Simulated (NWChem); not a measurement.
Species: SiH₃F; SMILES [SiH3]F

Program: NWChem. Coordinates come from a PBE-D3(BJ)/def2-SVP optimisation. Level B3LYP/def2-TZVP: single points from the atomic guess with DIIS by default; each run changes one setting, and all converged runs end within 0.3 mHa of each other.

Task: Which setting needs the most SCF iterations, or fails (defaults; core-Hamiltonian guess; DIIS on 3 Fock matrices; no DIIS, 40 % damping; occupation smearing of 0.005 Ha)?

Result: no DIIS, 40 % damping, with 16 against 7 for the defaults.
```csv
setting,SCF iterations
defaults,7
DIIS on 3 Fock matrices,7
"no DIIS, 40 % damping",16
occupation smearing of 0.005 Ha,7
core-Hamiltonian guess,11
```
